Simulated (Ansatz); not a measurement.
C$_{2}$H$_{6}$S$_{2}$Si (`C[SiH]1CSS1`), relaxed with RKS PBE0-D4/def2-TZVP in Ansatz from a PBE-D4/def2-SVP geometry. The force threshold is 0.005 eV/Å; the program also tests the step.

The species carries charge 0 and has multiplicity 1.

Start:

```xyz
11

C     0.299    1.620   -0.083
Si    0.283   -0.102    0.667
C    -0.041   -1.453   -0.631
S    -1.877   -1.417   -0.389
S    -1.615   -0.607    1.621
H     0.259    2.395    0.708
H    -0.584    1.743   -0.741
H     1.221    1.782   -0.680
H     1.466   -0.307    1.577
H     0.373   -2.449   -0.369
H     0.215   -1.205   -1.681
```

Question: How much energy does the relaxation release, and in how many steps? (Estimate.)

Answer: Computed: 8.01 kJ/mol, in 5 steps.

Question: Which bonds change most? (Best estimate.)

Answer: Ansatz gave: S4–S5 from 2.183 to 2.117 Å; Si2–S5 from 2.184 to 2.150 Å; C3–S4 from 1.853 to 1.826 Å; Si2–C3 from 1.902 to 1.880 Å.

Question: Give the relaxed structure. (Estimate.)

Answer: Ansatz gave: 
```xyz
11

C     0.295    1.602   -0.085
Si    0.272   -0.101    0.656
C    -0.036   -1.442   -0.625
S    -1.842   -1.400   -0.359
S    -1.596   -0.610    1.590
H     0.259    2.362    0.699
H    -0.569    1.740   -0.738
H     1.207    1.757   -0.668
H     1.438   -0.296    1.561
H     0.368   -2.423   -0.372
H     0.203   -1.188   -1.658
```
